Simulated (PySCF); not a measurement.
Electronic structure of Ti+ (titanium, charge +1) at the M06-L level

Configuration: [Ar] 3d2 4s1, high-spin 4F determinant. All numbers are calculated (PySCF 2.14, the spin-free X2C one-electron Hamiltonian (Gaussian nucleus), in x2c-SVPall (5s3p3d1f, 36 functions)).

| Item | Value |
| --- | --- |
| Total energy | -853.257 hartree |
| One-electron energy | -1162.235 hartree |
| Hartree (Coulomb) energy | 351.086 hartree |
| Exchange-correlation energy | -42.108 hartree |
| ⟨S²⟩ | 3.7505 |
| ⟨L²⟩ | 12.004 |
| Sum of ⟨r⟩ | 17.32 bohr |
| Sum of ⟨r²⟩ | 29.34 bohr² |
| Langevin diamagnetic susceptibility | -23.2 ×10⁻⁶ cm³/mol |
| Time after the integrals | 1.5 s of wall time on 1 thread of Neoverse-V2 (shared host) |

| shell | electrons | mean orbital energy (hartree) | spread (hartree) | rms radius, mean of both spins (bohr) |
| --- | --- | --- | --- | --- |
| 1s α | 1 | -179.75361 | 0 | 0.0805 |
| 1s β | 1 | -179.75227 | 0 | 0.0805 |
| 2s α | 1 | -20.33957 | 0 | 0.351 |
| 2s β | 1 | -20.31106 | 0 | 0.351 |
| 2p α | 3 | -16.80592 | 0 | 0.321 |
| 2p β | 3 | -16.78370 | 0 | 0.321 |
| 3s α | 1 | -2.69476 | 0 | 1.08 |
| 3s β | 1 | -2.62540 | 0 | 1.08 |
| 3p α | 3 | -1.77451 | 0.00002 | 1.18 |
| 3p β | 3 | -1.70095 | 0 | 1.18 |
| 3d α | 2 | -0.46808 | 0.00004 | 1.70 |
| 4s α | 1 | -0.39799 | 0 | 3.46 |

Densities and radii are taken from the X2C orbitals without a picture-change correction, which distorts them close to the nucleus.
